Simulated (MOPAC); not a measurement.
A run for MOPAC: PM7 on RuS, 2S+1 = 5, a spin state set in the input, which need not be the lowest, a point of a bond scan (R = 1.974 Å).

```
PM7 1SCF PRECISE CHARGE=0 UHF MS=2 THREADS=1
RuS

Ru     0.00000000 1     0.00000000 1     0.00000000 1
S      0.00000000 1     0.00000000 1     1.97426700 1
```

Program output:

```
*******************************************************************************
 **                                                                           **
 **                              MOPAC v23.2.5                                **
 **                                                                           **
 *******************************************************************************
 ** MOPAC's Digital Object Identifier: https://doi.org/10.5281/zenodo.6511958 **
 **                                                                           **
 ** Please cite the open-source release paper for use of this MOPAC version:  **
 ** J. E. Moussa and J. J. P. Stewart (2026)                                  **
 ** MOPAC: An open-source semiempirical molecular orbital program             **
 ** J. Open Source Softw., 11(119), 8025, https://doi.org/10.21105/joss.08025 **
 *******************************************************************************

                              PM7 CALCULATION RESULTS

 *******************************************************************************
 *  PM7        - The PM7 Hamiltonian to be used
 *  UHF        - UNRESTRICTED HARTREE-FOCK CALCULATION
 *
 *
 *
 *                 CHARGE ON SYSTEM = 0
 *
 *
 *
 *  MS=        - IN MECI, MAGNETIC COMPONENT OF SPIN =  2.0
 *  PRECISE    - TIGHTER CRITERIA TO BE USED
 *  1SCF       - DO 1 SCF AND THEN STOP
 *  THREADS=1  - MULTI-THREADING NOT USED
 *  T=         - A TIME OF 172800.0 SECONDS REQUESTED
 *  DUMP=N     - RESTART FILE WRITTEN EVERY 7200.0 SECONDS REQUESTED
 *******************************************************************************
PM7 1SCF PRECISE CHARGE=0 UHF MS=2 THREADS=1
 RuS

   ATOM   CHEMICAL          X               Y               Z
  NUMBER   SYMBOL      (ANGSTROMS)     (ANGSTROMS)     (ANGSTROMS)

     1      Ru          0.00000000  *   0.00000000  *   0.00000000  *
     2       S          0.00000000  *   0.00000000  *   1.97426700  *



          CARTESIAN COORDINATES

    NO.       ATOM           X           Y           Z

     1        Ru          0.0000      0.0000      0.0000
     2         S          0.0000      0.0000      1.9743

 General Reference for PM7:
 "Optimization of Parameters for Semiempirical Methods VI: More Modifications to the
 NDDO Approximations and Re-optimization of Parameters", J. J. P. Stewart, J. Mol. Mod., 1:32, 19 (2013)
 https://link.springer.com/article/10.1007/s00894-012-1667-x

           Empirical Formula: Ru S  =     2 atoms



      MOLECULAR POINT GROUP   :   C*v


          UHF CALCULATION, NO. OF ALPHA ELECTRONS =    9
                           NO. OF BETA  ELECTRONS =    5

 -------------------------------------------------------------------------------
 PM7 1SCF PRECISE CHARGE=0 UHF MS=2 THREADS=1
 RuS



     1SCF WAS SPECIFIED, SO BFGS WAS NOT USED
     SCF FIELD WAS ACHIEVED


                              PM7 CALCULATION
                                                       MOPAC v23.2.5 Linux




          FINAL HEAT OF FORMATION =        127.24580 KCAL/MOL =     532.39643 KJ/MOL


          COSMO AREA              =        100.97 SQUARE ANGSTROMS
          COSMO VOLUME            =         91.09 CUBIC ANGSTROMS

          IONIZATION POTENTIAL    =          7.673112 EV
          ALPHA SOMO LUMO (EV)    =         -8.365 -2.968
          BETA  SOMO LUMO (EV)    =         -7.673 -2.735
          NO. OF ALPHA ELECTRONS  =          9
          NO. OF BETA  ELECTRONS  =          5
          MOLECULAR WEIGHT        =        133.1300         POINT GROUP:  C*v

          MOLECULAR DIMENSIONS (Angstroms)

            Atom       Atom       Distance
            S     2   Ru     1     1.97427
            S     2   Ru     1     0.00000
           Ru     1    S     2     0.00000


          SCF CALCULATIONS        =          1





   ATOM   CHEMICAL          X               Y               Z
  NUMBER   SYMBOL      (ANGSTROMS)     (ANGSTROMS)     (ANGSTROMS)

     1      Ru          0.00000000  *   0.00000000  *   0.00000000  *
     2       S          0.00000000  *   0.00000000  *   1.97426700  *

                             CARTESIAN COORDINATES

   1   Ru        0.000000000     0.000000000     0.000000000
   2    S        0.000000000     0.000000000     1.974267000


           Empirical Formula: Ru S  =     2 atoms



      MOLECULAR POINT GROUP   :   C*v


          ALPHA EIGENVALUES
 -25.74151 -11.01170 -11.01170 -10.68252  -9.59582  -9.56434  -9.26804  -8.36469
  -8.36469  -2.96822  -1.70256  -1.70256  -0.54075  -0.30074  -0.29673  -0.16653
  -0.16653   0.56847


           BETA EIGENVALUES
 -23.98291 -10.12693  -9.99964  -9.99964  -7.67311  -2.73527  -2.19035  -1.74030
  -1.74030  -0.89406  -0.26095  -0.18981  -0.18981  -0.03370   0.05723   1.39620
   1.52114   1.52114


              NET ATOMIC CHARGES AND DIPOLE CONTRIBUTIONS

  ATOM NO.   TYPE          CHARGE      No. of ELECS.   s-Pop       p-Pop       d-Pop
    1         Ru           0.181345        7.8187     0.86369     0.69178     6.26318
    2          S          -0.181345        6.1813     1.89251     4.19069     0.09815
 DIPOLE           X         Y         Z       TOTAL
 POINT-CHG.     0.000     0.000    -1.720     1.720
 HYBRID         0.000     0.000    -0.496     0.496
 SUM            0.000     0.000    -2.216     2.216


          ATOMIC ORBITAL ELECTRON POPULATIONS

     Atom    s        px        py        pz      x^2-y^2     xz        z^2       yz        xy
    1 Ru   0.86369   0.24066   0.24066   0.21045   1.99026   1.30334   0.66811   1.30334   0.99814
    2  S   1.89251   1.42352   1.42352   1.34364   0.00974   0.03248   0.02160   0.03248   0.00186


                    (SZ)    =    2.000000
                    (S**2)  =    6.098338


          ATOMIC ORBITAL SPIN POPULATIONS

    Atom   Total    s     px     py     pz   x^2-y^2  xz     z^2    yz     xy
         Atomic
    1 Ru  3.3226  0.444  0.209  0.209  0.053  0.005  0.409  0.584  0.409  0.998
    2  S  0.6774  0.024  0.391  0.391 -0.123 -0.005 -0.010  0.017 -0.010  0.002

 **********************
 *                    *
 * JOB ENDED NORMALLY *
 *                    *
 **********************




 == MOPAC DONE ==
```

The run finished.

Cost: about 0.020 core-seconds (a rough figure).
